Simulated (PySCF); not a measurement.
CH₄GeOS (SMILES C[O][Ge][SH]), singlet, at a GFN2-xTB geometry. Base run: PBE0/6-31G (PySCF).

Here is a job for PySCF.
```python
from pyscf import gto, scf, dft, solvent

mol = gto.Mole()
mol.atom = '''
    Ge    0.294957   -0.132245    0.626848
    O    -1.078532   -0.601099   -0.394416
    C    -2.159276   -1.493590   -0.296201
    H    -3.090850   -0.928504   -0.375139
    H    -2.106344   -2.201836   -1.126236
    H    -2.158701   -2.048946    0.645879
    S     1.086094    1.343194   -0.884028
    H     2.123663    1.690339   -0.126645
'''
mol.basis = '6-31g'
mol.charge = 0
mol.spin = 0
mol.verbose = 4
mol.build()

mf = dft.RKS(mol)
mf.xc = 'pbe0'
mf.kernel()
```

Base: dipole (D) 3.07; HOMO-LUMO gap (eV) 4.86.

A changed run: ΔE vs base (kJ/mol) -25.18; dipole (D) 4.21; HOMO-LUMO gap (eV) 5.04.

Which change was made?
A) model = IEF-PCM; solvent = water; vdw_scale = 1.4
B) model = IEF-PCM; solvent = chloroform
C) model = ddCOSMO; solvent = water
D) model = IEF-PCM; solvent = water; vdw_scale = 1.1
E) model = IEF-PCM; solvent = water; vdw_scale = 1.0

C, model = ddCOSMO; solvent = water

The base is the gas phase, so ΔE is the electrostatic part of solvation at a fixed geometry, without cavity and dispersion terms.
